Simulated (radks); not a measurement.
Results of a calculation; reference values are marked as such.
Species: Se I. Configuration: [Ar] 3d10 4s2 4p4.

Level of theory: scalar-relativistic Kohn-Sham, PBE, spin-unpolarised, spherical densities, finite nucleus; Fermi nuclear charge, rms radius 4.14 fm; hard spherical wall at 2 bohr (a radial shooting solver on a logarithmic mesh with Libxc functionals).

Energy parts (eV):
part                       energy
total                  -65854.778
kinetic                 68352.027
electron-nucleus      -161503.758
Hartree                 29755.626
exchange-correlation    -2458.673

Orbitals (lengths in bohr, moments of r in powers of bohr; <r^-3> diverges for s and p1/2; r(max) is where P^2 peaks; r(90%) holds 90 % of the orbital's charge):
orbital  occ.  eigenvalue (eV)  <r^-3>     <r^2>  r(90%)   r(max)
1s          2        -12445.22       -  0.002617  0.0788  0.02880
2s          2        -1553.363       -   0.04535   0.303   0.1645
2p          6        -1359.095    1224   0.03594   0.280   0.1318
3s          2        -165.8703       -    0.3888   0.869   0.5044
3p          6        -105.6731   168.5    0.4222   0.923   0.5036
3d         10          -6.4418   18.89    0.5069    1.08   0.4603
4s          2          42.2661       -     1.584    1.61    1.280
4p          4          63.8322   54.41     1.615    1.63    1.321
4d          0         101.6342   9.692     1.576    1.65    1.377
5s          0         225.8681       -     1.610    1.74    1.624
5p          0         247.1340   97.25     1.568    1.74    1.633

The highest occupied level is 4p at 63.832 eV. Summed over all electrons, <r^2> = 18.32 bohr^2, which gives a Langevin (diamagnetic) susceptibility term of -14.5 x 10^-6 cm^3/mol. The electron density at the nucleus is 4.035e+04 e/bohr^3 (large components only). The pressure on the wall is 12300 GPa. The density falls to 0.001 e/bohr^3 at r = 1.97 bohr.
